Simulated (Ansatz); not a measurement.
Stepwise reaction of `O[Si](O)(O)F` with hydrogen chloride, as a gas-phase model of exchange steps in deposition or etching. ΔE in kJ/mol.

Program: Ansatz. Geometries: PBE0-D4/def2-TZVP. ΔE: electronic, gas phase. CCSD(T)/CBS adds triple-zeta CCSD(T) − MP2 to the extrapolated MP2 energy (def2 sets, frozen cores). This one scheme is used for every species. Functionals use def2-TZVPP. B3LYP here is the variant with VWN-RPA as its local correlation; programs differ in this. One conformer a species, not always the lowest.

```json
{"step": "2", "reaction": "`O[Si](O)(F)Cl` + HCl → `O[Si](F)(Cl)Cl` + H₂O", "PBE-D4": "9.6", "B3LYP-D4": "18.5", "ωB97M-V": "17.3", "CCSD(T)/CBS": "16.2"}
{"step": "3", "reaction": "`O[Si](F)(Cl)Cl` + HCl → `F[Si](Cl)(Cl)Cl` + H₂O", "PBE-D4": "10.6", "B3LYP-D4": "19.3", "ωB97M-V": "18.6", "CCSD(T)/CBS": "16.9"}
```

Give the row of step 1, `O[Si](O)(O)F` + HCl → `O[Si](O)(F)Cl` + H₂O. (Best estimate.)

The calculation gave: 
```tsv
step	reaction	PBE-D4	B3LYP-D4	ωB97M-V	CCSD(T)/CBS
1	`O[Si](O)(O)F` + HCl → `O[Si](O)(F)Cl` + H₂O	7.9	16.4	14.9	14.3
```

By hand: ΔE of the 3 steps together at CCSD(T)/CBS.

(14.3) + (16.2) + (16.9) = 47.4 kJ/mol, or 15.8 kJ/mol a step.

In ΔE the steps differ by no more than 2.6 kJ/mol. All are uphill at CCSD(T)/CBS. PBE-D4 differs from CCSD(T)/CBS by -6.6 to -6.3 kJ/mol a step. Isolated molecules leave out the surface, adducts and barriers. Largest T1 diagnostic: 0.011.
